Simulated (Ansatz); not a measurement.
Harmonic frequencies (cm⁻¹) at PBE0-D4/def2-TZVP from Ansatz: 80, 108, 134, 142, 174, 221, 255, 265, 382, 653, 738, 4008.

Each molecule was computed in one conformer, which needn't be the lowest.

(1) Which molecule is it?
A. `[F][Hf]([F])([Cl])[I]`
B. `[SH][Hf]([Cl])([Cl])[Cl]`
C. `[F][Hf]([F])([F])[Br]`
D. `[OH][Hf]([F])([Cl])[Br]`

Answers

(1) D.
